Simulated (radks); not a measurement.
The numbers below are computed, except where a source is named.
Fractional charge and spin in the 5p shell of gold: the spin-up occupation runs from 2 to 3 and the spin-down occupation from 2 to 3; the fullest corner is Au2+, [Kr] 4d10 4f14 5s2 5d(up 4.5, down 4.5) 5p(up 3, down 3). Level of theory: scalar-relativistic Kohn-Sham, BLYP, spin-polarised, spherical densities, point nucleus (a radial shooting solver on a logarithmic mesh with Libxc functionals). Energy (eV) above the fullest corner. The planes named below are the two flat planes that join the four corners, with an edge along up + down = one added electron.

down \ up        2     2.25      2.5     2.75       3
2          194.756  166.687  139.682  113.725  88.802
2.25       166.687  139.742  113.844   88.979  65.129
2.5        139.682  113.844   89.038   65.246  42.451
2.75       113.725   88.979   65.246   42.509  20.748
3           88.802   65.129   42.451   20.748   0.000

Corners above the fullest one (they belong to Au3+ and the next ion): (up 3, down 2) 88.802 eV, (up 2, down 3) 88.802 eV, (up 2, down 2) 194.76 eV. With half an added electron in each spin the energy lies 0.236 eV from the planes, and with half an added electron in spin up alone -2.098 eV. The planes are only a guide here: the flat-plane condition holds for ground states with one frontier orbital, while this shell lies below other occupied shells, so the corners above the fullest one are inner-hole states and not the ground states of those ions.
